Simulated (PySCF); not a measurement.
Ni(OH)2 (H₂NiO₂), SMILES [OH][Ni][OH] (connectivity only; charge and spin as stated), neutral, multiplicity 3.

Geometry: PBE0-D3(BJ)/def2-TZVP. The multiplicity is an assumed one; other spin states were not compared. One conformer was computed; it need not be the lowest.

Method: PBE0-D3(BJ)/def2-TZVP (PySCF).

Frequencies are harmonic and unscaled.

Problem. Estimate the vibrational spectrum. (An estimate is asked for; the answer gives what the named calculation found.)

Solution. 
```
mode  ν (cm⁻¹)  IR (km/mol)  moving atoms (share of kinetic energy)
----  --------  -----------  --------------------------------------
1          143          1.6                 O 39 %, Ni 32 %, H 29 %
2          203          7.1                 O 51 %, Ni 34 %, H 15 %
3          435          0.0                          H 90 %, O 10 %
4          552        360.9                          H 77 %, O 21 %
5          638          0.4                                  O 95 %
6          772         55.1                          H 84 %, O 13 %
7          775        114.6                 O 49 %, Ni 35 %, H 16 %
8         3899         99.7                                  H 94 %
9         3902         22.2                                  H 94 %
```
